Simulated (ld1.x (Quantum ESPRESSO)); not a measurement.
## Which change was made? (W, TM)

- Element: tungsten (W)
- Generator: ld1.x (Quantum ESPRESSO) 7.5
- Type: norm-conserving Troullier–Martins (Kleinman–Bylander form)
- Functional: PBE
- Relativity: scalar-relativistic
- Frozen core: [Kr] 4d10 4f14 5s2
- Valence charge: 12
- Reference configuration: 5p6 5d4 6s2 6p0
- Partial waves: 6s (bound): rc 2.40 bohr; 5p (bound): rc 1.95 bohr; 5d (bound): rc 2.65 bohr
- Local potential: all-electron potential smoothed inside 1.95 bohr (lloc = -1)
- Core correction: a·sin(br)/r model core, default radius (core density twice the valence density)

Cutoffs, loose and tight: the cutoffs (Ry, on a coarse ladder) from which the occupation-weighted sum of valence levels, in a spherical-Bessel basis at the reference potential, stays within 10 and 1 mRy of its value at 400 Ry. They do not see the model core or the augmentation charge, which bear on the density cutoff. Test errors are all-electron minus pseudo excitation energies from the reference, over the configurations 5p6 5d4 6s1 6p0; 5p6 5d4 6s0 6p0; 5p6 5d3 6s0 6p0; 5p6 5d5 6s1 6p0; 5p6 5d3 6s2 6p0; 5p6 5d4 6s0 6p1; 5p5 5d4 6s2 6p0; variants that change the core or the reference have their own tests. The largest error is taken over the tests solved by every variant that gives reliable tests at all, those not shown here included: 5p6 5d3 6s0 6p0; 5p6 5d4 6s0 6p0; 5p6 5d4 6s0 6p1; 5p6 5d4 6s1 6p0.

The base gives: outcome: generated; cutoff, loose: 30 Ry; cutoff, tight: 45 Ry; bound ghosts: s; largest test error (meV): +272.

(1) After one change the result is: outcome: generated; cutoff, loose: 80 Ry; cutoff, tight: 110 Ry; bound ghosts: s; largest test error (meV): -46. Which change was it?
A. all radii but the core radius scaled by about 1.38 (s 3.32, p 2.70, d 3.66 bohr); local potential all-electron potential smoothed inside 2.70 bohr (lloc = -1)
B. all radii but the core radius scaled by about 1.13 (s 2.70, p 2.20, d 2.98 bohr); local potential all-electron potential smoothed inside 2.20 bohr (lloc = -1)
C. all radii but the core radius scaled by about 0.87 (s 2.10, p 1.70, d 2.32 bohr); local potential all-electron potential smoothed inside 1.70 bohr (lloc = -1)
D. all radii but the core radius scaled by about 0.75 (s 1.80, p 1.46, d 2.00 bohr); local potential all-electron potential smoothed inside 1.46 bohr (lloc = -1)

## Answers

(1) D. The others give: all radii but the core radius scaled by about 1.38 (s 3.32, p 2.70, d 3.66 bohr); local potential all-electron potential smoothed inside 2.70 bohr (lloc = -1) → outcome: generated; cutoff, loose: 25 Ry; cutoff, tight: 40 Ry; bound ghosts: none; largest test error (meV): -365 | all radii but the core radius scaled by about 1.13 (s 2.70, p 2.20, d 2.98 bohr); local potential all-electron potential smoothed inside 2.20 bohr (lloc = -1) → outcome: generated; cutoff, loose: 25 Ry; cutoff, tight: 45 Ry; bound ghosts: s; largest test error (meV): -40 | all radii but the core radius scaled by about 0.87 (s 2.10, p 1.70, d 2.32 bohr); local potential all-electron potential smoothed inside 1.70 bohr (lloc = -1) → outcome: generated; cutoff, loose: 45 Ry; cutoff, tight: 80 Ry; bound ghosts: s; largest test error (meV): -29.
